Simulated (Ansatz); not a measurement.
Job for Ansatz (a program for electronic structure): U-B3LYP/def2-TZVPP on CH4N (SMILES [CH2]N), 2S+1 = 2.

Ansatz 0.2 input:
```yaml
crystal:
  periodic: [false, false, false]
  atoms:
    - {symbol: C, position_ang: [-0.71438444, 0.06403113, -0.14109786]}
    - {symbol: N, position_ang: [0.64050314, -0.05743556, 0.15205122]}
    - {symbol: H, position_ang: [-1.32481379, -0.81452789, 0.00368282]}
    - {symbol: H, position_ang: [-1.15926878, 1.03666066, 0.00560294]}
    - {symbol: H, position_ang: [1.21746523, 0.72763704, -0.10706733]}
    - {symbol: H, position_ang: [1.06905992, -0.93188872, -0.10878864]}
basis:
  gaussian:
    orbitals: def2-TZVPP
hamiltonian:
  xc: {name: B3LYP}
magnetization: {spin_polarized: true, initial_magnetization: 1}
accuracy: high
phonons: {}
```

Program output:

```
WARN ansatz: RAYON_NUM_THREADS=1 ignored (pool sized by the plan → 1); use --threads N
Functional definition: B3LYP
integrals: 0.19 GiB planned
2253 factors; integrals over basis functions are off by at most 1.9e-9 eV
mean field: 0.64 GiB planned
mean field evaluation 1: about -2585.5300 eV, gradient 3.9e1 eV
mean field evaluation 2: about -2580.1469 eV, gradient 5.1e1 eV
mean field evaluation 4: about -2591.7581 eV, gradient 3.0e0 eV
mean field evaluation 8: about -2591.8336 eV, gradient 6.7e-2 eV
mean field evaluation 16: about -2591.8336 eV, gradient 1.9e-5 eV
mean field -2591.83364224 eV, -95.2481295444 hartree, gradient 3.3e-8 eV, S^2 0.753869; 0 other end points of the search recorded, 0 dependent functions left out
the calculation of the forces begins
reference -2591.83367587 eV, -95.2481307802 hartree; 9, 8 occupied and 109, 110 virtual orbitals, 2253 factors
these checks for a lower state are left out or cut short: stability, starts, cluster_reference, orbital_swaps, neighbouring_geometries, increment
integrals: 0.19 GiB planned
2253 factors; integrals over basis functions are off by at most 1.9e-9 eV
mean field: 0.64 GiB planned
mean field evaluation 32: about -2591.8335 eV, gradient 1.1e-8 eV
mean field -2591.83345691 eV, -95.2481227335 hartree, gradient 1.6e-8 eV, S^2 0.753864; 0 other end points of the search recorded, 0 dependent functions left out
the calculation of the forces begins
reference -2591.83349054 eV, -95.2481239694 hartree; 9, 8 occupied and 109, 110 virtual orbitals, 2253 factors
these checks for a lower state are left out or cut short: stability, starts, cluster_reference, orbital_swaps, neighbouring_geometries, increment
integrals: 0.19 GiB planned
2253 factors; integrals over basis functions are off by at most 1.9e-9 eV
mean field: 0.64 GiB planned
mean field -2591.83345767 eV, -95.2481227617 hartree, gradient 1.6e-8 eV, S^2 0.753875; 0 other end points of the search recorded, 0 dependent functions left out
the calculation of the forces begins
reference -2591.83349130 eV, -95.2481239974 hartree; 9, 8 occupied and 109, 110 virtual orbitals, 2253 factors
these checks for a lower state are left out or cut short: stability, starts, cluster_reference, orbital_swaps, neighbouring_geometries, increment
integrals: 0.19 GiB planned
2253 factors; integrals over basis functions are off by at most 1.9e-9 eV
mean field: 0.64 GiB planned
mean field -2591.83353284 eV, -95.2481255240 hartree, gradient 2.0e-8 eV, S^2 0.753866; 0 other end points of the search recorded, 0 dependent functions left out
the calculation of the forces begins
reference -2591.83356647 eV, -95.2481267598 hartree; 9, 8 occupied and 109, 110 virtual orbitals, 2253 factors
these checks for a lower state are left out or cut short: stability, starts, cluster_reference, orbital_swaps, neighbouring_geometries, increment
integrals: 0.19 GiB planned
2253 factors; integrals over basis functions are off by at most 1.9e-9 eV
mean field: 0.64 GiB planned
mean field -2591.83353265 eV, -95.2481255170 hartree, gradient 1.9e-8 eV, S^2 0.753872; 0 other end points of the search recorded, 0 dependent functions left out
the calculation of the forces begins
reference -2591.83356628 eV, -95.2481267529 hartree; 9, 8 occupied and 109, 110 virtual orbitals, 2253 factors
these checks for a lower state are left out or cut short: stability, starts, cluster_reference, orbital_swaps, neighbouring_geometries, increment
integrals: 0.19 GiB planned
2253 factors; integrals over basis functions are off by at most 1.9e-9 eV
mean field: 0.64 GiB planned
mean field evaluation 64: about -2591.8334 eV, gradient 2.5e-8 eV
mean field -2591.83343863 eV, -95.2481220619 hartree, gradient 2.1e-8 eV, S^2 0.753876; 0 other end points of the search recorded, 0 dependent functions left out
the calculation of the forces begins
reference -2591.83347225 eV, -95.2481232973 hartree; 9, 8 occupied and 109, 110 virtual orbitals, 2253 factors
these checks for a lower state are left out or cut short: stability, starts, cluster_reference, orbital_swaps, neighbouring_geometries, increment
integrals: 0.19 GiB planned
2253 factors; integrals over basis functions are off by at most 1.9e-9 eV
mean field: 0.64 GiB planned
mean field -2591.83343658 eV, -95.2481219866 hartree, gradient 1.7e-8 eV, S^2 0.753862; 0 other end points of the search recorded, 0 dependent functions left out
the calculation of the forces begins
reference -2591.83347022 eV, -95.2481232228 hart
[...]
, neighbouring_geometries, increment
integrals: 0.19 GiB planned
2253 factors; integrals over basis functions are off by at most 1.9e-9 eV
mean field: 0.64 GiB planned
mean field evaluation 96: about -2591.8336 eV, gradient 1.8e-5 eV
mean field -2591.83359524 eV, -95.2481278173 hartree, gradient 1.8e-8 eV, S^2 0.753867; 0 other end points of the search recorded, 0 dependent functions left out
the calculation of the forces begins
reference -2591.83362887 eV, -95.2481290530 hartree; 9, 8 occupied and 109, 110 virtual orbitals, 2253 factors
these checks for a lower state are left out or cut short: stability, starts, cluster_reference, orbital_swaps, neighbouring_geometries, increment
integrals: 0.19 GiB planned
2253 factors; integrals over basis functions are off by at most 1.9e-9 eV
mean field: 0.64 GiB planned
mean field -2591.83359598 eV, -95.2481278444 hartree, gradient 1.8e-8 eV, S^2 0.753871; 0 other end points of the search recorded, 0 dependent functions left out
the calculation of the forces begins
reference -2591.83362962 eV, -95.2481290804 hartree; 9, 8 occupied and 109, 110 virtual orbitals, 2253 factors
these checks for a lower state are left out or cut short: stability, starts, cluster_reference, orbital_swaps, neighbouring_geometries, increment
integrals: 0.19 GiB planned
2253 factors; integrals over basis functions are off by at most 1.9e-9 eV
mean field: 0.64 GiB planned
mean field -2591.83356322 eV, -95.2481266403 hartree, gradient 2.9e-8 eV, S^2 0.753865; 0 other end points of the search recorded, 0 dependent functions left out
the calculation of the forces begins
reference -2591.83359684 eV, -95.2481278759 hartree; 9, 8 occupied and 109, 110 virtual orbitals, 2253 factors
these checks for a lower state are left out or cut short: stability, starts, cluster_reference, orbital_swaps, neighbouring_geometries, increment
integrals: 0.19 GiB planned
2253 factors; integrals over basis functions are off by at most 1.9e-9 eV
mean field: 0.64 GiB planned
mean field -2591.83356414 eV, -95.2481266741 hartree, gradient 2.8e-8 eV, S^2 0.753874; 0 other end points of the search recorded, 0 dependent functions left out
the calculation of the forces begins
reference -2591.83359777 eV, -95.2481279101 hartree; 9, 8 occupied and 109, 110 virtual orbitals, 2253 factors
these checks for a lower state are left out or cut short: stability, starts, cluster_reference, orbital_swaps, neighbouring_geometries, increment
integrals: 0.19 GiB planned
2253 factors; integrals over basis functions are off by at most 1.9e-9 eV
mean field: 0.64 GiB planned
mean field evaluation 128: about -2591.8336 eV, gradient 2.1e-5 eV
mean field -2591.83363816 eV, -95.2481293944 hartree, gradient 2.0e-8 eV, S^2 0.753867; 0 other end points of the search recorded, 0 dependent functions left out
the calculation of the forces begins
reference -2591.83367179 eV, -95.2481306302 hartree; 9, 8 occupied and 109, 110 virtual orbitals, 2253 factors
these checks for a lower state are left out or cut short: stability, starts, cluster_reference, orbital_swaps, neighbouring_geometries, increment
integrals: 0.19 GiB planned
2253 factors; integrals over basis functions are off by at most 1.9e-9 eV
mean field: 0.64 GiB planned
mean field -2591.83363822 eV, -95.2481293966 hartree, gradient 1.8e-8 eV, S^2 0.753871; 0 other end points of the search recorded, 0 dependent functions left out
the calculation of the forces begins
reference -2591.83367185 eV, -95.2481306325 hartree; 9, 8 occupied and 109, 110 virtual orbitals, 2253 factors
these checks for a lower state are left out or cut short: stability, starts, cluster_reference, orbital_swaps, neighbouring_geometries, increment
integrals: 0.19 GiB planned
2253 factors; integrals over basis functions are off by at most 1.9e-9 eV
mean field: 0.64 GiB planned
mean field -2591.83358395 eV, -95.2481274023 hartree, gradient 1.1e-8 eV, S^2 0.753870; 0 other end points of the search recorded, 0 dependent functions left out
the calculation of the forces begins
reference -2591.83361759 eV, -95.2481286385 hartree; 9, 8 occupied and 109, 110 virtual orbitals, 2253 factors
these checks for a lower state are left out or cut short: stability, starts, cluster_reference, orbital_swaps, neighbouring_geometries, increment
integrals: 0.19 GiB planned
2253 factors; integrals over basis functions are off by at most 1.9e-9 eV
mean field: 0.64 GiB planned
mean field -2591.83358391 eV, -95.2481274009 hartree, gradient 1.0e-8 eV, S^2 0.753868; 0 other end points of the search recorded, 0 dependent functions left out
the calculation of the forces begins
reference -2591.83361753 eV, -95.2481286364 hartree; 9, 8 occupied and 109, 110 virtual orbitals, 2253 factors
these checks for a lower state are left out or cut short: stability, starts, cluster_reference, orbital_swaps, neighbouring_geometries, increment
integrals: 0.19 GiB planned
2253 factors; integrals over basis functions are off by at most 1.9e-9 eV
mean field: 0.64 GiB planned
mean field evaluation 160: about -2591.8335 eV, gradient 2.8e-5 eV
mean field -2591.83354859 eV, -95.2481261027 hartree, gradient 1.7e-8 eV, S^2 0.753870; 0 other end points of the search recorded, 0 dependent functions left out
the calculation of the forces begins
reference -2591.83358222 eV, -95.2481273388 hartree; 9, 8 occupied and 109, 110 virtual orbitals, 2253 factors
these checks for a lower state are left out or cut short: stability, starts, cluster_reference, orbital_swaps, neighbouring_geometries, increment
integrals: 0.19 GiB planned
2253 factors; integrals over basis functions are off by at most 1.9e-9 eV
mean field: 0.64 GiB planned
mean field -2591.83354812 eV, -95.2481260854 hartree, gradient 1.9e-8 eV, S^2 0.753868; 0 other end points of the search recorded, 0 dependent functions left out
the calculation of the forces begins
reference -2591.83358174 eV, -95.2481273209 hartree; 9, 8 occupied and 109, 110 virtual orbitals, 2253 factors
these checks for a lower state are left out or cut short: stability, starts, cluster_reference, orbital_swaps, neighbouring_geometries, increment
integrals: 0.19 GiB planned
2253 factors; integrals over basis functions are off by at most 1.9e-9 eV
mean field: 0.64 GiB planned
mean field -2591.83363095 eV, -95.2481291295 hartree, gradient 2.6e-8 eV, S^2 0.753870; 0 other end points of the search recorded, 0 dependent functions left out
the calculation of the forces begins
reference -2591.83366458 eV, -95.2481303652 hartree; 9, 8 occupied and 109, 110 virtual orbitals, 2253 factors
these checks for a lower state are left out or cut short: stability, starts, cluster_reference, orbital_swaps, neighbouring_geometries, increment
integrals: 0.19 GiB planned
2253 factors; integrals over basis functions are off by at most 1.9e-9 eV
mean field: 0.64 GiB planned
mean field -2591.83363068 eV, -95.2481291196 hartree, gradient 2.6e-8 eV, S^2 0.753869; 0 other end points of the search recorded, 0 dependent functions left out
the calculation of the forces begins
reference -2591.83366431 eV, -95.2481303556 hartree; 9, 8 occupied and 109, 110 virtual orbitals, 2253 factors
Total energy: -2591.83367587 eV, -95.2481307802 hartree
Atom 0 at    -0.714384     0.064031    -0.141098 Å, force     0.000074    -0.000007     0.000002 eV/Å
Atom 1 at     0.640503    -0.057436     0.152051 Å, force     0.000197    -0.000018    -0.000060 eV/Å
Atom 2 at    -1.324814    -0.814528     0.003683 Å, force    -0.000133    -0.000088     0.000001 eV/Å
Atom 3 at    -1.159269     1.036661     0.005603 Å, force    -0.000115     0.000111     0.000001 eV/Å
Atom 4 at     1.217465     0.727637    -0.107067 Å, force    -0.000013    -0.000019     0.000028 eV/Å
Atom 5 at     1.069060    -0.931889    -0.108789 Å, force    -0.000009     0.000021     0.000028 eV/Å
Dipole moment:     0.238431    -0.021251    -0.068780 e Å
Vibrations: 443.53 592.55 674.95 937.82 1222.79 1323.06 1480.65 1650.88 3147.14 3257.07 3542.37 3642.21 cm⁻¹, zero-point energy 1.358559 eV
```

The run converged.

Cost: around 3 core-minutes (rough).
